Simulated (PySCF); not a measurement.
## How methods differ on the ionisation energy of Kr

Kr [Kr] (1S) → Kr⁺ [Ar] 3d10 4s2 4p5 (2P), as a difference of total energies. Calculation: PySCF 2.14, in 6-31G*; no relativity, point nucleus. Correlated levels: valence: [Ar] 3d10 frozen. The calculations carry no spin-orbit coupling.

```
           method  ionisation energy (eV)
              UHF                  13.166
            B3LYP                  14.200
    MP2 (valence)                  13.811
SCS-MP2 (valence)                  13.735
   CCSD (valence)                  13.701
```

Q: Estimate what M06-L gives.

A: 13.850 eV, closest to MP2 (valence) among the rows shown.

Q: Estimate what CCSD(T) (valence) gives.

A: 13.708 eV, closest to CCSD (valence) among the rows shown.

These non-relativistic numbers lack the scalar-relativistic shift.

Errors of the correlated levels include the incompleteness of this basis and the frozen core.

For comparison: 14.222 eV (measured; NIST levels, between the centres of gravity of the two terms).
